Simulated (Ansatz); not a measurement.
Mulliken charges of BH5N2O (`NB(N)O`) from r2SCAN/def2-TZVPP in Ansatz (PBE0-D4/def2-TZVP geometry).

| atom | x (Å) | y (Å) | z (Å) | charge (e) |
| --- | --- | --- | --- | --- |
| N1 | -0.442 | 0.751 | -0.893 | -0.417 |
| B2 | -0.083 | -0.088 | 0.198 | 0.405 |
| N3 | 1.188 | -0.706 | 0.277 | -0.425 |
| O4 | -0.955 | -0.345 | 1.241 | -0.379 |
| H5 | -1.333 | 1.201 | -0.978 | 0.148 |
| H6 | 0.177 | 0.949 | -1.657 | 0.156 |
| H7 | 1.428 | -1.295 | 1.052 | 0.175 |
| H8 | 1.911 | -0.605 | -0.409 | 0.149 |
| H9 | -1.802 | 0.091 | 1.152 | 0.187 |

Question: By hand: the dipole of these point charges (1 e Å = 4.8032 D).

Answer: Σ q r = (0.036, 0.108, -0.200) e Å, of length 0.230 e Å = 1.10 D.

Question: How does the dipole of the full density compare? (Estimate.)

Answer: Ansatz gave: (-0.024, 0.205, -0.313) e Å, 1.80 D; the point charges give 0.61 times that, at 14° from its direction.

Point charges leave out the atoms' own dipoles, such as those of lone pairs, and Mulliken's split depends on the basis, so the two needn't agree.
